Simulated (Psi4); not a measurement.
CH4Al (SMILES [CH3][AlH+]), charge +1, singlet (typed; the unrestricted solution is spin-contaminated), geometry from GFN2-xTB (such geometries of metal compounds can be far from the true shape), with bond 4-2 at 2.2 times its length; HF/6-311G** in Psi4 1.11.

Input for Psi4:
```
memory 2 GB

molecule mol {
1 1
  Al   -0.403728   -0.559691   -0.273048
  C     0.653430    0.901153    0.443304
  H     0.440377    1.046895    1.516060
  H     0.121543    2.955861   -0.734755
  H     1.731224    0.697434    0.323739
  H    -1.255377   -1.710379   -0.857814
}

set basis 6-311g**
set reference uhf
set stability_analysis follow
set scf_type pk

energy('scf')
print_variables()
```

Write the output that Psi4 gives for this input, abridged.


```
   => Loading Basis Set <=

    Name: 6-311G**
    Role: ORBITAL
    Keyword: BASIS

         ---------------------------------------------------------
                                   SCF
               by Justin Turney, Rob Parrish, Andy Simmonett
                          and Daniel G. A. Smith
                              UHF Reference
         ---------------------------------------------------------

  ==> Geometry <==

    Molecular point group: c1
    Full point group: C1

    Geometry (in Angstrom), charge = 1, multiplicity = 1:

       Center              X                  Y                   Z               Mass
    ------------   -----------------  -----------------  -----------------  -----------------
         AL          -0.357087157638    -0.530065382308    -0.231236238538    26.981538530000
         C            0.700070842362     0.930778617692     0.485115761462    12.000000000000
         H            0.487017842362     1.076520617692     1.557871761462     1.007825032230
         H            0.168183842362     2.985486617692    -0.692943238538     1.007825032230
         H            1.777864842362     0.727059617692     0.365550761462     1.007825032230
         H           -1.208736157638    -1.680753382308    -0.816002238538     1.007825032230

  Running in c1 symmetry.

  Rotational constants: A =      2.36082  B =      0.34949  C =      0.32332 [cm^-1]
  Rotational constants: A =  70775.48703  B =  10477.57069  C =   9692.76740 [MHz]
  Nuclear repulsion =   42.037516142348061

  Charge       = 1
  Multiplicity = 1
  Electrons    = 22
  Nalpha       = 11
  Nbeta        = 11

  ==> Algorithm <==

  SCF Algorithm Type is PK.
  DIIS enabled.
  MOM disabled.
  Fractional occupation disabled.
  Guess Type is SAD.
  Energy threshold   = 1.00e-06
  Density threshold  = 1.00e-06
  Integral threshold = 1.00e-12

  ==> Primary Basis <==

  Basis Set: 6-311G**
    Blend: 6-311G**
    Number of shells: 36
    Number of basis functions: 68
    Number of Cartesian functions: 70
    Spherical Harmonics?: true
    Max angular momentum: 2

  ==> Integral Setup <==

  Using in-core PK algorithm.
   Calculation information:
      Number of atoms:                   6
      Number of AO shells:              36
      Number of primitives:             64
      Number of atomic orbitals:        70
      Number of basis functions:        68

      Integral cutoff                 1.00e-12
      Number of threads:                 1

  Performing in-core PK
  Using 5506062 doubles for integral storage.
  We computed 199861 shell quartets total.
  Whereas there are 222111 unique shell quartets.

  ==> DiskJK: Disk-Based J/K Matrices <==

    J tasked:                  Yes
    K tasked:                  Yes
    wK tasked:                  No
    Schwarz Cutoff:          1E-12

  Minimum eigenvalue in the overlap matrix is 1.0330071363E-02.
  Reciprocal condition number of the overlap matrix is 1.9000798990E-03.
    Using symmetric orthogonalization.

  ==> Pre-Iterations <==

  SCF Guess: Superposition of Atomic Densities via on-the-fly atomic UHF (no occupation information).

   -------------------------
    Irrep   Nso     Nmo
   -------------------------
     A         68      68
   -------------------------
    Total      68      68
   -------------------------

  ==> Iterations <==

                        Total Energy        Delta E     RMS |[F,P]|

   @UHF iter SAD:  -280.93322490599780   -2.80933e+02   0.00000e+00
   @UHF iter   1:  -281.48251590110141   -5.49291e-01   6.48419e-03 ADIIS/DIIS
   @UHF iter   2:  -281.54838530435165   -6.58694e-02   5.62757e-03 ADIIS/DIIS
   @UHF iter   3:  -281.64402051837334   -9.56352e-02   5.86185e-04 ADIIS/DIIS
   @UHF iter   4:  -281.64688465093099   -2.86413e-03   2.30910e-04 ADIIS/DIIS
   @UHF iter   5:  -281.64718468874742   -3.00038e-04   4.77990e-05 DIIS
   @UHF iter   6:  -281.64720456294572   -1.98742e-05   1.32899e-05 DIIS
   @UHF iter   7:  -281.64720690514633   -2.34220e-06   4.03257e-06 DIIS
   @UHF iter   8:  -281.64720715174496   -2.46599e-07   8.50963e-07 DIIS
  Energy and wave function converged.

    Negative totally symmetric eigenvalue detected: -0.200065
    Wavefunction unstable!
    Lowest UHF->UHF stability eigenvalues:
       A -0.200065

    Rotating orbitals by 0.5 * pi / 2 radians along unstable eigenvector.
    Running SCF again with the rotated orbitals.
   @UHF iter   9:  -281.54093693651305   -2.81541e+02   3.83678e-03 ADIIS/DIIS
   @UHF iter  10:  -281.69161652991295   -1.50680e-01   1.51998e-03 ADIIS/DIIS
   @UHF iter  11:  -281.71510746590849   -2.34909e-02   4.47437e-04 ADIIS/DIIS
   @UHF iter  12:  -281.71709523856259   -1.98777e-03   1.64800e-04 ADIIS/DIIS
   @UHF iter  13:  -281.71732869158893   -2.33453e-04   5.97459e-05 DIIS
   @UHF iter  14:  -281.71737199738243   -4.33058e-05   1.30221e-05 DIIS
   @UHF iter  15:  -281.71737377349774   -1.77612e-06   6.64212e-06 DIIS
   @UHF iter  16:  -281.71737448823205   -7.14734e-07   3.01353e-06 DIIS
   @UHF iter  17:  -281.71737467313517   -1.84903e-07   1.36386e-06 DIIS
   @UHF iter  18:  -281.71737471203056   -3.88954e-08   6.88158e-07 DIIS
    Wavefunction stable under totally symmetric rotations.
    Lowest totally symmetric eigenvalue: 0.123485
    Lowest UHF->UHF stability eigenvalues:
       A 0.123485

    Stability analysis over.

  ==> Post-Iterations <==

   @Spin Contamination Metric:   9.063215321E-01
   @S^2 Expected:                0.000000000E+00
   @S^2 Observed:                9.063215321E-01
   @S   Expected:                0.000000000E+00
   @S   Observed:                0.000000000E+00

    Orbital Energies [Eh]
    ---------------------

    Alpha Occupied:

       1A    -58.773218     2A    -11.472270     3A     -5.181822
       4A     -3.496463     5A     -3.495601     6A     -3.492067
       7A     -1.142974     8A     -0.775099     9A     -0.774263
      10A     -0.689489    11A     -0.624912

    Alpha Virtual:

      12A     -0.168598    13A     -0.161374    14A     -0.141531
      15A     -0.065804    16A     -0.029734    17A     -0.003231
      18A      0.001550    19A      0.042209    20A      0.075976
      21A      0.130440    22A      0.194758    23A      0.224842
      24A      0.289599    25A      0.357661    26A      0.370336
      27A      0.388901    28A      0.399213    29A      0.404515
      30A      0.502590    31A      0.507364    32A      0.579685
      33A      0.590155    34A      0.610594    35A      0.614197
      36A      0.672865    37A      0.733387    38A      0.873646
      39A      1.150569    40A      1.196623    41A      1.421200
      42A      1.449012    43A      1.476393    44A      1.487222
      45A      1.540438    46A      1.576580    47A      1.610424
      48A      1.666957    49A      1.714311    50A      1.949465
      51A      2.006624    52A      2.112543    53A      2.208858
      54A      2.468001    55A      2.486062    56A      2.530504
      57A      2.622619    58A      2.691297    59A      2.736437
      60A      2.951391    61A      3.364295    62A      3.829272
      63A      4.607350    64A      8.369684    65A      8.373358
      66A      8.677420    67A     24.661444    68A    122.625428

    Beta Occupied:

       1A    -58.773095     2A    -11.449158     3A     -5.181711
       4A     -3.495552     5A     -3.494983     6A     -3.492294
       7A     -1.065902     8A     -0.768939     9A     -0.758833
      10A     -0.664188    11A     -0.632394

    Beta Virtual:

      12A     -0.191873    13A     -0.168090    14A     -0.132526
      15A     -0.060669    16A     -0.030202    17A     -0.002819
      18A      0.011505    19A      0.038396    20A      0.085432
      21A      0.130539    22A      0.202980    23A      0.227587
      24A      0.250949    25A      0.313471    26A      0.372416
      27A      0.395247    28A      0.398893    29A      0.443668
      30A      0.514664    31A      0.549481    32A      0.596243
      33A      0.598293    34A      0.616607    35A      0.622444
      36A      0.688877    37A      0.750938    38A      0.885329
      39A      1.178391    40A      1.220895    41A      1.352366
      42A      1.364598    43A      1.442719    44A      1.482411
      45A      1.522826    46A      1.562972    47A      1.583167
      48A      1.682711    49A      1.724962    50A      1.968201
      51A      2.036682    52A      2.122463    53A      2.221362
      54A      2.377912    55A      2.467028    56A      2.525543
      57A      2.634661    58A      2.692098    59A      2.741213
      60A      3.015633    61A      3.380750    62A      3.846186
      63A      4.608991    64A      8.370872    65A      8.373450
      66A      8.677662    67A     24.678820    68A    122.625460

    Final Occupation by Irrep:
              A
    DOCC [    11 ]
    SOCC [     0 ]
    NA   [    11 ]
    NB   [    11 ]

  @UHF Final Energy:  -281.71737471203056

   => Energetics <=

    Nuclear Repulsion Energy =             42.0375161423480606
    One-Electron Energy =                -467.8145686323098289
    Two-Electron Energy =                 144.0596777779311992
    Total Energy =                       -281.7173747120305620

  UHF NO Occupations:
  HONO-2 :    9  A 1.9988063
  HONO-1 :   10  A 1.9965198
  HONO-0 :   11  A 1.3238231
  LUNO+0 :   12  A 0.6761769
  LUNO+1 :   13  A 0.0034802
  LUNO+2 :   14  A 0.0011937
  LUNO+3 :   15  A 0.0009016

Computation Completed

Properties will be evaluated at   0.000000,   0.000000,   0.000000 [a0]

Properties computed using the SCF density matrix

 Multipole Moments:

 ------------------------------------------------------------------------------------
     Multipole            Electronic (a.u.)      Nuclear  (a.u.)        Total (a.u.)
 ------------------------------------------------------------------------------------

 L = 1.  Multiply by 2.5417464519 to convert [e a0] to [Debye]
 Dipole X            :         -1.7674748            1.4789419           -0.2885329
 Dipole Y            :         -4.1643227            3.4055420           -0.7587808
 Dipole Z            :         -0.6929945            0.6030126           -0.0899819
 Magnitude           :                                                    0.8167596

 ------------------------------------------------------------------------------------

  Variable Map:
  ----------------------------------------------------------------------------
  "CURRENT ENERGY"           =>    -281.717374712031
  "CURRENT REFERENCE ENERGY" =>    -281.717374712031
  "DD SOLVATION ENERGY"      =>       0.000000000000
  "HF KINETIC ENERGY"        =>     281.534090352621
  "HF POTENTIAL ENERGY"      =>    -563.251465064652
  "HF TOTAL ENERGY"          =>    -281.717374712031
  "HF VIRIAL RATIO"          =>       2.000651020128
  "NUCLEAR REPULSION ENERGY" =>      42.037516142348
  "ONE-ELECTRON ENERGY"      =>    -467.814568632310
  "PCM POLARIZATION ENERGY"  =>       0.000000000000
  "PE ENERGY"                =>       0.000000000000
  "SCF ITERATION ENERGY"     =>    -281.717374712031
  "SCF ITERATIONS"           =>      18.000000000000
  "SCF TOTAL ENERGY"         =>    -281.717374712031
  "TWO-ELECTRON ENERGY"      =>     144.059677777931

  Array Variable Map:
  ----------------------------------------------------------------------------
  "CURRENT DIPOLE"           =>      -0.288532869224 ... -0.089981876048 1 by 3
  "SCF DIPOLE"               =>      -0.288532869224 ... -0.089981876048 1 by 3
  "SCF STABILITY EIGENVALUES" =>       0.123485361727 ... 0.123485361727 1 by 1
  "SCF TOTAL ENERGIES"       =>    -280.933224905998 ... -281.717374712031 1 by 19
```
